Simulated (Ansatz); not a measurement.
Computed with Ansatz on PBE0-D4/def2-TZVP structures; ΔE is electronic, products minus reactants. CCSD(T)/CBS is the MP2 limit (def2-TZVPP, def2-QZVPP) plus CCSD(T) − MP2 in def2-TZVPP, frozen cores. DFT in def2-TZVPP. B3LYP here is the variant with VWN-RPA as its local correlation; programs differ in this. For Se outer-core shells are correlated without core-valence functions, which leaves a few kJ/mol of doubt a bond. Scalar relativity is left out up to krypton. One conformer a species, not always the lowest.

Reaction (redistribution): `S[SiH2][SeH]` + `CO[SiH](C)Cl` → `CO[SiH](C)[SeH]` + `S[SiH2]Cl`

`S[SiH2][SeH]`:

Cartesian coordinates in Å:
```
S -1.729 -0.539 1.059
Si -0.210 0.486 -0.022
Se 1.794 -0.522 0.384
H -1.498 -1.723 0.464
H -0.437 0.485 -1.489
H -0.275 1.873 0.497
H 2.357 -0.060 -0.893
```

`CO[SiH](C)Cl`:

Cartesian coordinates in Å:
```
C -0.754 1.748 -0.020
O -1.236 0.426 0.083
Si -0.346 -0.874 0.502
C 1.052 -1.207 -0.667
Cl 0.470 -0.574 2.378
H -0.347 2.095 0.935
H 0.023 1.833 -0.788
H -1.589 2.391 -0.300
H -1.301 -1.996 0.601
H 1.760 -0.376 -0.684
H 0.672 -1.363 -1.680
H 1.595 -2.104 -0.360
```

`CO[SiH](C)[SeH]`:

Cartesian coordinates in Å:
```
C -1.718 -0.089 -1.275
O -0.354 -0.303 -0.996
Si 0.409 0.282 0.332
C 2.142 -0.365 0.279
Se -0.575 -0.419 2.279
H -2.352 -0.527 -0.496
H -1.950 -0.567 -2.227
H -1.948 0.980 -1.356
H 0.327 1.768 0.340
H 2.738 0.065 1.086
H 2.151 -1.453 0.384
H 2.607 -0.111 -0.676
H -1.477 0.738 2.326
```

`S[SiH2]Cl`:

Z-matrix (Å, degrees):
```
Si
Cl 1 2.054
S 1 2.120 2 112.9
H 1 1.478 2 108.5 3 -116.6
H 1 1.479 2 106.5 3 122.3
H 3 1.344 1 94.3 2 70.4
```

```
             level  ΔE (kcal/mol)  difference from CCSD(T)/CBS
            PBE-D4            1.0                         -0.1
           PBE0-D4            1.2                          0.1
          B3LYP-D4            1.3                          0.2
           ωB97X-V            1.3                          0.2
            B2PLYP            1.2                          0.1
               PBE            1.0                         -0.1
            r2SCAN            1.2                          0.1
     HF/def2-TZVPP            1.9                          0.8
    MP2/def2-TZVPP            1.0                         -0.1
SCS-MP2/def2-TZVPP            1.1                          0.0
   CCSD/def2-TZVPP            1.2                          0.1
CCSD(T)/def2-TZVPP            1.1                          0.0
     HF/def2-QZVPP            1.8                          0.7
    MP2/def2-QZVPP            1.0                         -0.1
      HF/CBS(def2)            1.8                          0.7
    CCSD/CBS(def2)            1.2                          0.1
       CCSD(T)/CBS            1.1                            0
```

Largest T1 diagnostic among the species: 0.010.

In def2-TZVPP, CCSD(T) changes the Hartree–Fock value by −0.7 kcal/mol (the triples alone add −0.1 kcal/mol) and MP2 by −0.8 kcal/mol.
